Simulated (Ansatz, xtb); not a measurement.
Relative energy of two isomers of C7H7OS+

Structure a is `C=COc1cccc[s+]1`, a singlet and structure b is `CC(=O)c1ccc[s+]c1`, a singlet. Both are isolated ions in the gas phase, relaxed with r2SCAN-D4/def2-SVP, each in the lowest conformer that the search found.

a (Å):

```yaml
atoms:
  - { symbol: C, position_ang: [0.5508, -2.0911, 3.0728] }
  - { symbol: C, position_ang: [1.1417, -1.3097, 2.1746] }
  - { symbol: C, position_ang: [0.8449, 0.6917, 0.9133] }
  - { symbol: C, position_ang: [0.4743, 2.0472, 0.9279] }
  - { symbol: C, position_ang: [0.5812, 2.8788, -0.1724] }
  - { symbol: C, position_ang: [1.0779, 2.4564, -1.4286] }
  - { symbol: C, position_ang: [1.4926, 1.1718, -1.6599] }
  - { symbol: O, position_ang: [0.6851, 0.0019, 2.0154] }
  - { symbol: S, position_ang: [1.4671, -0.0935, -0.5049] }
  - { symbol: H, position_ang: [0.9313, -3.1016, 3.2315] }
  - { symbol: H, position_ang: [-0.3061, -1.7451, 3.6562] }
  - { symbol: H, position_ang: [2.0150, -1.5723, 1.5681] }
  - { symbol: H, position_ang: [0.0891, 2.4241, 1.8801] }
  - { symbol: H, position_ang: [0.2683, 3.9210, -0.0612] }
  - { symbol: H, position_ang: [1.1394, 3.1733, -2.2521] }
  - { symbol: H, position_ang: [1.8802, 0.8393, -2.6289] }
```

b (Å):

```xyz
16

C     0.2654   -1.3687    2.1731
C     1.3705   -0.9720    1.2460
C     1.2804    0.3971    0.5468
C     0.2183    1.2962    0.7311
C     0.1441    2.5428    0.0891
C     1.1161    2.9961   -0.7855
C     2.3460    0.6911   -0.2996
O     2.3372   -1.6549    1.0044
S     2.5071    2.1110   -1.1885
H    -0.7027   -1.3937    1.6453
H     0.4823   -2.3642    2.5789
H     0.1705   -0.6499    3.0042
H    -0.5966    1.0204    1.4069
H    -0.7146    3.1939    0.2800
H     1.0471    3.9711   -1.2807
H     3.1554   -0.0444   -0.4120
```

Estimate E(b) − E(a) at the level CCSD(T)/def2-SVP + ΔMP2/def2-TZVPP.

Calculated at CCSD(T)/def2-SVP + ΔMP2/def2-TZVPP: E(b) − E(a) = −18.5 kcal/mol, so structure b lies lower.

The same difference at several levels:

```tsv
level	geometry	E(b) − E(a) (kcal/mol)	departure from the last row (kcal/mol)	job, with rough time for the two
GFN2-xTB	GFN2-xTB	0.0	+18.5	optimisation, 0.25 s
HF/STO-3G	GFN2-xTB	−12.5	+6.0	single point, 0.58 s
r2SCAN-D4/def2-SVP//GFN2-xTB	GFN2-xTB	−15.6	+2.9	single point, 6.2 s
r2SCAN-D4/def2-SVP	r2SCAN-D4/def2-SVP	−15.5	+3.0	optimisation, 1.7 min
HF/def2-SVP	r2SCAN-D4/def2-SVP	−19.3	−0.8	part of the CCSD(T) run
MP2/def2-SVP	r2SCAN-D4/def2-SVP	−22.6	−4.1	part of the CCSD(T) run
CCSD(T)/def2-SVP	r2SCAN-D4/def2-SVP	−20.3	−1.8	single point
CCSD(T)/def2-SVP + ΔMP2/def2-TZVPP	r2SCAN-D4/def2-SVP	−18.5		single point, 3.3 min
```

As drawn, b has 2 C–C, 1 C=O in place of 1 C=C, 2 C–O.

GFN2-xTB finds them nearly level. The largest departure from CCSD(T)/def2-SVP + ΔMP2/def2-TZVPP is that of GFN2-xTB, 18.5 kcal/mol. A small imaginary or near-zero mode remains, so no thermal terms are given. The last row adds to CCSD(T) the change of the MP2 difference between the two basis sets, here +1.8 kcal/mol.

The correlated steps freeze 13 core orbitals. Run with Ansatz 0.2.0, xtb 6.7.1; the last row on 4 threads of Arm Neoverse V1 on a shared host.
